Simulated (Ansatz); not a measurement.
`CO[SiH3]` + `[O]=[W]([OH])([F])=[S]` → `C[O][W](=[O])([F])=[S]` + silanol  (substitution at a C–O bond)

Calculated with Ansatz (gas phase, PBE0-D4/def2-TZVP geometries, no zero-point term in ΔE). CCSD(T)/CBS is the MP2 limit (def2-TZVPP, def2-QZVPP) plus CCSD(T) − MP2 in def2-TZVPP, frozen cores. DFT in def2-TZVPP. B3LYP here is the variant with VWN-RPA as its local correlation; programs differ in this. Elements past krypton have def2 core potentials. For W outer-core shells are correlated without core-valence functions, which leaves a few kJ/mol of doubt a bond. One conformer a species, not always the lowest.

```json
{"level": "B3LYP-D4", "ΔE (kcal/mol)": "-3.6"}
{"level": "r2SCANh-D4", "ΔE (kcal/mol)": "-3.2"}
{"level": "B2PLYP", "ΔE (kcal/mol)": "-3.8"}
{"level": "BLYP", "ΔE (kcal/mol)": "-3.4"}
```

What does CCSD(T)/CBS give? (Best estimate.)

Ansatz gave: -3.7 kcal/mol. The listed levels differ from it by 0.1, 0.5, -0.1, 0.3 kcal/mol.

Largest T1 diagnostic among the species: 0.023, so the coupled-cluster value is less sure than usual.

Leaving LDA and LC-ωPBE aside and taking each functional with its dispersion term where it has one, the values, not all of them listed here, spread over 1.0 kcal/mol, from B2PLYP to ωB97M-V. In def2-TZVPP, CCSD(T) changes the Hartree–Fock value by −0.8 kcal/mol (the triples alone add −0.3 kcal/mol) and MP2 by −1.5 kcal/mol.
